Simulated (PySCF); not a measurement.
Vertical excitations of a molecule C₃H₆FNSi from TDA-PBE/def2-SVPD in PySCF 2.14.0, as energy in eV (oscillator strength): 4.64 (0.013), 5.19 (0.005), 5.55 (0.013), 5.77 (0.009), 5.88 (0.013), 6.20 (0.048), 6.36 (0.088), 6.47 (0.012), 6.54 (0.022), 6.58 (0.033). Lowest triplet (TDA): 4.27 eV. Geometry optimised at PBE-D3(BJ)/def2-SVP. One conformer was computed; it need not be the lowest.

Task: Which structure fits?
(A) CN1C=C(F)[SiH2]1
(B) C#C[C@H](N)[SiH2]F
(C) N[Si@@H]1C=C(F)C1
(D) C#C[Si@H](F)CN

Result: B, C#C[C@H](N)[SiH2]F
